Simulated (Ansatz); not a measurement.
Basis sets compared for the cluster Ge2H2 (the lowest singlet isomer of a short search). Charge 0, multiplicity 1. Geometry r2SCAN-D4/def2-TZVP. Ansatz on 4 threads of Arm Neoverse V2 on a shared host; times are rough, and most runs start from earlier orbitals.

Cartesian coordinates in Å:
```
Ge -0.853 -0.224 0.877
Ge 0.290 0.791 -0.916
H 0.817 0.294 0.687
H -0.253 -0.861 -0.648
```

The structure comes from a short search, and lower isomers may exist.

Binding counts from free atoms (Ge triplet, H doublet) in the same basis, without a counterpoise term.

```csv
level,functions,energy (Eh),HOMO (eV),LUMO (eV),binding per atom (eV),wall time
PBE-D4/def2-SVP,74,-4154.0205,-4.83,-2.64,2.32,0.4 s
PBE-D4/def2-TZVP,108,-4154.5452,-4.83,-2.64,2.33,0.55 s
r2SCAN-D4/def2-TZVP (with forces),108,-4155.1466,-5.08,-2.58,2.31,1.6 s
PBE0-D4/def2-SVP,74,-4154.1211,-5.75,-1.88,2.25,0.6 s
PBE0-D4/def2-TZVP,108,-4154.6447,-5.73,-1.87,2.26,1 s
```

**Question.** Estimate the rows for PBE-D4/def2-TZVPD, r2SCAN-D4/def2-TZVPD, PBE0-D4/def2-TZVPD.

**Answer.** 
```csv
level,functions,energy (Eh),HOMO (eV),LUMO (eV),binding per atom (eV),wall time
PBE-D4/def2-TZVPD,126,-4154.5464,-4.88,-2.69,2.33,0.75 s
r2SCAN-D4/def2-TZVPD,126,-4155.1476,-5.10,-2.60,2.32,1.8 s
PBE0-D4/def2-TZVPD,126,-4154.6457,-5.75,-1.92,2.26,1.1 s
```
